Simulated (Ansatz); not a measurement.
Predicting a hybrid from its neighbours: GeTe

The species is GeTe (2 atoms), meant as a singlet with charge 0. As SMILES, `[Ge][Te]`. Geometry: the measured bond length.

The HOMO–LUMO gap y, in eV, basis def2-TZVP with a core potential; a is the functional's share of exact exchange. Programs: Ansatz 0.2.0.

| functional | program | a | y (eV) |
| --- | --- | --- | --- |
| BLYP | Ansatz | 0 | 2.87 |
| r2SCAN | Ansatz | 0 | 3.22 |
| B3LYP | Ansatz | 0.2 | 4.09 |
| PBE0 | Ansatz | 0.25 | 4.48 |
| r2SCAN0 | Ansatz | 0.25 | ? |
| BHLYP | Ansatz | 0.5 | 5.94 |

Problem. Fit y = c + s·a to the known rows and predict r2SCAN0.

Solution. 
1. Means of the 5 rows: a = 0.1900, y = 4.120.
2. Σ(Δa)² = 0.172, Σ(Δa·Δy) = 0.994, so the slope is 0.994/0.172 = 5.7791.
3. Intercept: 4.120 − (5.7791) × 0.1900 = 3.022. The largest residual of the fit is 0.20.
4. r2SCAN0: 3.022 + (5.7791) × 0.25 = 4.47 eV.

The run gave 4.65 eV, so the prediction is off by -0.18 eV, within the largest residual. Exact exchange lowers occupied levels and raises empty ones. The rows mix families of semi-local functionals, which the line can't see.
